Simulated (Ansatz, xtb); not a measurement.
## C2H7NSn: which of two conformers lies lower

We compare I, `C[CH2][Sn][NH2]`, a singlet, with II, `C[CH2][Sn][NH2]`, a singlet. Both are isolated molecules in the gas phase, relaxed with PBE0-D4/def2-SVP.

I (Å):

```xyz
11

C    -0.5561   -0.6729   -0.8761
C    -1.3244   -1.6528   -0.0060
N     1.2957   -1.2085    1.6282
Sn   -0.3808   -2.3183    1.8950
H    -1.1064   -0.4030   -1.7943
H     0.4147   -1.0852   -1.1981
H    -0.3461    0.2698   -0.3439
H    -2.3093   -1.2409    0.2821
H    -1.5557   -2.5807   -0.5613
H     2.0656   -1.1911    2.2889
H     1.4822   -0.6040    0.8333
```

II (Å):

```xyz
11

C    -0.9190    0.9970    0.3481
C    -0.2643   -0.1814    1.0614
N     1.3528   -0.9649   -1.4136
Sn    1.8648   -0.4765    0.4894
H    -0.8745    0.8903   -0.7482
H    -1.9830    1.1141    0.6186
H    -0.4251    1.9529    0.5920
H    -0.7911   -1.1238    0.8263
H    -0.3189   -0.0564    2.1558
H     0.4008   -1.0309   -1.7637
H     2.0230   -1.1775   -2.1454
```

Question: Which of the two would you expect CCSD(T)/def2-SVP + ΔMP2/def2-TZVPP electronic energies to favour?

Answer: Too close to call at this level: CCSD(T)/def2-SVP + ΔMP2/def2-TZVPP gives E(II) − E(I) = +0.50 kcal/mol.

Level by level:

```tsv
level	geometry	E(II) − E(I) (kcal/mol)	departure from the last row (kcal/mol)	job, with rough time for the two
PBE0-D4/def2-SVP	PBE0-D4/def2-SVP	+0.73	+0.23	optimisation, 78 s
HF/def2-SVP	PBE0-D4/def2-SVP	+0.14	−0.36	part of the CCSD(T) run
MP2/def2-SVP	PBE0-D4/def2-SVP	+0.56	+0.06	part of the CCSD(T) run
CCSD(T)/def2-SVP	PBE0-D4/def2-SVP	+0.49	−0.01	single point
CCSD(T)/def2-SVP + ΔMP2/def2-TZVPP	PBE0-D4/def2-SVP	+0.50		single point, 38 s
```

The largest departure from CCSD(T)/def2-SVP + ΔMP2/def2-TZVPP is that of HF/def2-SVP, 0.36 kcal/mol. Levels run at GFN2-xTB geometries aren't shown. The last row adds to CCSD(T) the change of the MP2 difference between the two basis sets, here +0.01 kcal/mol.

With harmonic frequencies from PBE0-D4/def2-SVP (ideal gas, rigid rotor, one conformer each, 298.15 K, 1 atm): on the last row, ΔE + ΔZPE = +0.46 kcal/mol. A mode under 50 cm⁻¹ makes harmonic enthalpies and free energies unreliable, so none is given.

The correlated steps freeze 7 core orbitals; the filled d shell of Sn is correlated, in a basis made for valence electrons. Atoms past krypton carry core potentials in the def2 sets and no spin–orbit term is included. Programs: Ansatz 0.2.0; the last row on 2 threads of Arm Neoverse V1 on a shared host.
